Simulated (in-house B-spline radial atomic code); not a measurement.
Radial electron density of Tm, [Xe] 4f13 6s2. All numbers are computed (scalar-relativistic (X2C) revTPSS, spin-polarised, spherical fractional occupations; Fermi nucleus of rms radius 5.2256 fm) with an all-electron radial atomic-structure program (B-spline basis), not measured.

One-electron X2C: radii and densities carry no picture-change correction, so inner-shell <1/r> comes out high (for 1s by about 2 % at Z = 33, 5 % at 54, 10 % at 75, 30 % at 118) and <r> low.

Columns: r (bohr), 4πr²n(r) (electrons per bohr), bar.

```
0.000459    2.969 #
0.000577    4.133 #
0.000726    5.735 ##
0.000914    7.927 ###
 0.00115    10.88 ####
 0.00145    14.87 #####
 0.00182       20 #######
 0.00229    26.66 #########
 0.00288    34.98 ############
 0.00362    44.98 ################
 0.00456    56.55 ####################
 0.00573    68.78 ########################
 0.00721    80.58 #############################
 0.00908    90.06 ################################
  0.0114    95.12 ##################################
  0.0144    94.56 ##################################
  0.0181    89.19 ################################
  0.0227     83.1 ##############################
  0.0286    82.53 #############################
   0.036    92.51 #################################
  0.0453    110.3 #######################################
   0.057    123.7 ############################################
  0.0717    120.1 ###########################################
  0.0902    103.1 #####################################
   0.113    94.07 #################################
   0.143    104.5 #####################################
    0.18    111.2 ########################################
   0.226     89.4 ################################
   0.284    58.76 #####################
   0.358    53.62 ###################
    0.45    62.45 ######################
   0.566     54.8 ###################
   0.712    34.69 ############
   0.896    20.54 #######
    1.13    14.14 #####
    1.42    9.427 ###
    1.78    5.017 ##
    2.24    2.153 #
    2.82     1.04 
    3.55   0.7186 
    4.47   0.4854 
    5.62   0.2313 
    7.08  0.06862 
     8.9  0.01277 
    11.2 0.001291 
    14.1 6.213e-05
```

On this grid the curve has 4 maxima, near 0.0114, 0.057, 0.18, 0.45 bohr.

The 6s down radial function P(r) = rR(r), positive near the nucleus:

```json
{"r (bohr)": "0.00029", "P": "0.007202"}
{"r (bohr)": "0.000459", "P": "0.01008"}
{"r (bohr)": "0.000726", "P": "0.01399"}
{"r (bohr)": "0.00115", "P": "0.01922"}
{"r (bohr)": "0.00182", "P": "0.02592"}
{"r (bohr)": "0.00288", "P": "0.03393"}
{"r (bohr)": "0.00456", "P": "0.04218"}
{"r (bohr)": "0.00721", "P": "0.04774"}
{"r (bohr)": "0.0114", "P": "0.04472"}
{"r (bohr)": "0.0181", "P": "0.02431"}
{"r (bohr)": "0.0286", "P": "-0.01761"}
{"r (bohr)": "0.0453", "P": "-0.06301"}
{"r (bohr)": "0.0717", "P": "-0.05454"}
{"r (bohr)": "0.113", "P": "0.04167"}
{"r (bohr)": "0.18", "P": "0.0949"}
{"r (bohr)": "0.284", "P": "-0.05912"}
{"r (bohr)": "0.45", "P": "-0.1262"}
{"r (bohr)": "0.712", "P": "0.139"}
{"r (bohr)": "1.13", "P": "0.2054"}
{"r (bohr)": "1.78", "P": "-0.1711"}
{"r (bohr)": "2.82", "P": "-0.519"}
{"r (bohr)": "4.47", "P": "-0.4823"}
{"r (bohr)": "7.08", "P": "-0.1849"}
{"r (bohr)": "11.2", "P": "-0.02551"}
```
